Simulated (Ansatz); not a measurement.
Z-matrix (Å, degrees):
```
Si
C 1 1.923
Ga 1 2.445 2 77.8
H 1 1.493 2 106.9 3 -123.3
H 1 1.493 2 107.0 3 123.4
N 2 1.280 1 107.4 3 0.1
H 2 1.095 1 132.6 3 -180.0
H 3 1.573 1 118.5 2 97.6
H 3 1.573 1 118.5 2 -97.7
H 6 1.019 2 117.6 1 180.0
```

The species carries charge 0 and has multiplicity 1.

Task: List the CAM-B3LYP/def2-TZVPP orbital energies in eV (the Gaussian-basis code of Ansatz). (Best estimate.)

Result: Ansatz gave: Occupied: -10138.69, -1800.56, -1250.35, -1107.62, -1107.57, -1107.55, -393.05, -280.86, -150.65, -145.17, -104.07, -103.93, -103.87, -100.53, -100.48, -100.44, -28.25, -23.90, -23.80, -23.77, -23.70, -23.70, -19.81, -17.35, -16.17, -13.78, -12.60, -12.03, -10.82, -10.07, -9.21, -8.12. Lowest empty: -0.55, 0.77, 1.15, 1.89, 2.31, 2.54, 2.79, 3.19.
